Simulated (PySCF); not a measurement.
# Tl: ionisation energy

Tl [Xe] 4f14 5d10 6s2 6p1 (2P) → Tl⁺ [Xe] 4f14 5d10 6s2 (1S), as a difference of total energies. Calculation: PySCF 2.14, in aug-cc-pVQZ-PP with one added diffuse shell each of s, p, d, f, g type with ECP60MDF (8s8p6d4f3g, 117 functions); scalar relativity through the core potential. Correlated levels: valence: 5s2 5p6 5d10 frozen. The calculations carry no spin-orbit coupling.

```
           method  ionisation energy (eV)  error (eV)
              UHF                   5.014      -0.450
              LDA                   5.583      +0.119
              PBE                   5.425      -0.039
             PBE0                   5.441      -0.023
           r2SCAN                   5.507      +0.043
          wB97X-V                   5.340      -0.124
           revPBE                   5.364      -0.100
            B97-3                   5.249      -0.215
    MP2 (valence)                   5.207      -0.257
SCS-MP2 (valence)                   5.190      -0.274
```

Reference: 5.464 eV (measured; NIST levels, between the centres of gravity of the two terms).

Errors of the correlated levels include the incompleteness of this basis and the frozen core.
